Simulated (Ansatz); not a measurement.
**Molecular dynamics of Cl3FTi**

Input file:

```yaml
crystal:
  periodic: [false, false, false]
  atoms:
    - { symbol: Ti, position_ang: [0.000419, 0.0, -0.0257] }
    - { symbol: F, position_ang: [0.000294, 0.0, 1.689652] }
    - { symbol: Cl, position_ang: [2.04126, 0.0, -0.733559] }
    - { symbol: Cl, position_ang: [-1.019836, 1.767339, -0.733996] }
    - { symbol: Cl, position_ang: [-1.019836, -1.767339, -0.733996] }
basis:
  gaussian: { orbitals: def2-SVP }
hamiltonian:
  xc: pbe0
md:
  timestep: 2.0
  n_steps: 238
  ensemble: nvt_nose_hoover
  temperature: 500.0
  initial_velocities: maxwell_boltzmann
  seed: 115876
  nose_hoover: { tau: 300.0, chain_length: 1 }
```

Run as:

```bash
$ ansatz run input.yaml --threads 2 --pin off --max-ram 3072MiB --backend cpu --events-out ev --progress --plain --runs-dir out
```

It starts from a relaxed structure.

Output, in part (one step line in 8, the closing report, with atoms numbered from 0):

```
md step     0: t =     0.00 fs  T =   500.0 K  F+E_penalty+E_count = -63370.23337475 eV  E_kin = 0.193890 eV  conserved = -63370.03948475 eV  (31 SCF iters)
md step     8: t =    16.00 fs  T =   225.3 K  F+E_penalty+E_count = -63370.12605616 eV  E_kin = 0.087366 eV  conserved = -63370.03873904 eV  (34 SCF iters)
md step    16: t =    32.00 fs  T =   232.4 K  F+E_penalty+E_count = -63370.12869056 eV  E_kin = 0.090134 eV  conserved = -63370.03886482 eV  (36 SCF iters)
md step    24: t =    48.00 fs  T =   134.2 K  F+E_penalty+E_count = -63370.08991639 eV  E_kin = 0.052026 eV  conserved = -63370.03876068 eV  (28 SCF iters)
md step    32: t =    64.00 fs  T =   113.0 K  F+E_penalty+E_count = -63370.08150769 eV  E_kin = 0.043828 eV  conserved = -63370.03889143 eV  (37 SCF iters)
md step    40: t =    80.00 fs  T =   421.8 K  F+E_penalty+E_count = -63370.20038801 eV  E_kin = 0.163561 eV  conserved = -63370.03943661 eV  (34 SCF iters)
md step    48: t =    96.00 fs  T =   288.4 K  F+E_penalty+E_count = -63370.14574190 eV  E_kin = 0.111827 eV  conserved = -63370.03881690 eV  (34 SCF iters)
md step    56: t =   112.00 fs  T =   306.5 K  F+E_penalty+E_count = -63370.15079521 eV  E_kin = 0.118856 eV  conserved = -63370.03877659 eV  (35 SCF iters)
md step    64: t =   128.00 fs  T =   258.2 K  F+E_penalty+E_count = -63370.12939432 eV  E_kin = 0.100121 eV  conserved = -63370.03885467 eV  (37 SCF iters)
md step    72: t =   144.00 fs  T =   118.1 K  F+E_penalty+E_count = -63370.07374976 eV  E_kin = 0.045793 eV  conserved = -63370.03886680 eV  (37 SCF iters)
md step    80: t =   160.00 fs  T =   359.3 K  F+E_penalty+E_count = -63370.16559951 eV  E_kin = 0.139329 eV  conserved = -63370.03936879 eV  (36 SCF iters)
md step    88: t =   176.00 fs  T =   220.2 K  F+E_penalty+E_count = -63370.10742093 eV  E_kin = 0.085390 eV  conserved = -63370.03868793 eV  (35 SCF iters)
md step    96: t =   192.00 fs  T =   322.8 K  F+E_penalty+E_count = -63370.14418076 eV  E_kin = 0.125164 eV  conserved = -63370.03873462 eV  (35 SCF iters)
md step   104: t =   208.00 fs  T =   302.2 K  F+E_penalty+E_count = -63370.13105401 eV  E_kin = 0.117196 eV  conserved = -63370.03884855 eV  (37 SCF iters)
md step   112: t =   224.00 fs  T =   182.6 K  F+E_penalty+E_count = -63370.08227274 eV  E_kin = 0.070804 eV  conserved = -63370.03898829 eV  (37 SCF iters)
md step   120: t =   240.00 fs  T =   412.2 K  F+E_penalty+E_count = -63370.16764171 eV  E_kin = 0.159849 eV  conserved = -63370.03944914 eV  (36 SCF iters)
md step   128: t =   256.00 fs  T =   215.3 K  F+E_penalty+E_count = -63370.08495663 eV  E_kin = 0.083500 eV  conserved = -63370.03839253 eV  (36 SCF iters)
md step   136: t =   272.00 fs  T =   366.9 K  F+E_penalty+E_count = -63370.13870951 eV  E_kin = 0.142270 eV  conserved = -63370.03858374 eV  (34 SCF iters)
md step   144: t =   288.00 fs  T =   353.0 K  F+E_penalty+E_count = -63370.12598867 eV  E_kin = 0.136871 eV  conserved = -63370.03886637 eV  (37 SCF iters)
md step   152: t =   304.00 fs  T =   177.7 K  F+E_penalty+E_count = -63370.05438771 eV  E_kin = 0.068927 eV  conserved = -63370.03902611 eV  (36 SCF iters)
md step   160: t =   320.00 fs  T =   345.8 K  F+E_penalty+E_count = -63370.11583349 eV  E_kin = 0.134109 eV  conserved = -63370.03921462 eV  (36 SCF iters)
md step   168: t =   336.00 fs  T =   279.1 K  F+E_penalty+E_count = -63370.08174105 eV  E_kin = 0.108232 eV  conserved = -63370.03838057 eV  (36 SCF iters)
md step   176: t =   352.00 fs  T =   442.2 K  F+E_penalty+E_count = -63370.13746692 eV  E_kin = 0.171487 eV  conserved = -63370.03841536 eV  (35 SCF iters)
md step   184: t =   368.00 fs  T =   560.7 K  F+E_penalty+E_count = -63370.17128737 eV  E_kin = 0.217447 eV  conserved = -63370.03897671 eV  (35 SCF iters)
md step   192: t =   384.00 fs  T =   257.3 K  F+E_penalty+E_count = -63370.04618208 eV  E_kin = 0.099783 eV  conserved = -63370.03872684 eV  (36 SCF iters)
md step   200: t =   400.00 fs  T =   369.4 K  F+E_penalty+E_count = -63370.08361250 eV  E_kin = 0.143252 eV  conserved = -63370.03889373 eV  (35 SCF iters)
md step   208: t =   416.00 fs  T =    91.6 K  F+E_penalty+E_count = -63369.96768792 eV  E_kin = 0.035537 eV  conserved = -63370.03791500 eV  (36 SCF iters)
md step   216: t =   432.00 fs  T =   367.8 K  F+E_penalty+E_count = -63370.07075125 eV  E_kin = 0.142612 eV  conserved = -63370.03860303 eV  (36 SCF iters)
md step   224: t =   448.00 fs  T =   613.0 K  F+E_penalty+E_count = -63370.15234297 eV  E_kin = 0.237701 eV  conserved = -63370.03904628 eV  (36 SCF iters)
md step   232: t =   464.00 fs  T =   467.3 K  F+E_penalty+E_count = -63370.08433424 eV  E_kin = 0.181203 eV  conserved = -63370.03853783 eV  (36 SCF iters)
md step   238: t =   476.00 fs  T =   585.7 K  F+E_penalty+E_count = -63370.11934924 eV  E_kin = 0.227120 eV  conserved = -63370.03809267 eV  (30 SCF iters)
Total energy: -63370.11942924 eV, -2328.8089352147 hartree
Atom 0 at     0.010042    -0.021298    -0.021770 Å, force     0.041287    -0.102702    -2.488881 eV/Å
Atom 1 at    -0.008101     0.103964     1.636317 Å, force    -0.003967    -0.063363     1.830313 eV/Å
Atom 2 at     2.111555     0.019387    -0.711526 Å, force    -0.742989    -0.067660     0.235834 eV/Å
Atom 3 at    -1.031089     1.765455    -0.730158 Å, force     0.244492    -0.392393     0.081084 eV/Å
Atom 4 at    -1.087371    -1.811801    -0.736590 Å, force     0.461176     0.626118     0.341651 eV/Å
Dipole moment:     0.001232    -0.008691     0.067628 e Å
```

The run went to its last step. The conserved energy stayed within 0.33 meV per atom of its start (net change 0.28 meV per atom), so the integration is sound. The mean temperature of the second half is 28 % below the set value. A run of 0.48 ps of so small a system gives no equilibrium averages.

The same pairs are bonded in the first frame and the last. Pairs count as bonded within 1.25 times the sum of covalent radii (0.12 Å more for H–H).

Last frame:

```xyz
5
Properties=species:S:1:pos:R:3
Ti 0.010 -0.021 -0.022
F -0.008 0.104 1.636
Cl 2.112 0.019 -0.712
Cl -1.031 1.766 -0.730
Cl -1.087 -1.812 -0.737
```

Run time: 14 min on 2 threads of Intel(R) Xeon(R) Platinum 8259CL CPU @ 2.50GHz (Skylake/Cascade Lake), with other jobs on the host, peak memory 0.28 GiB.
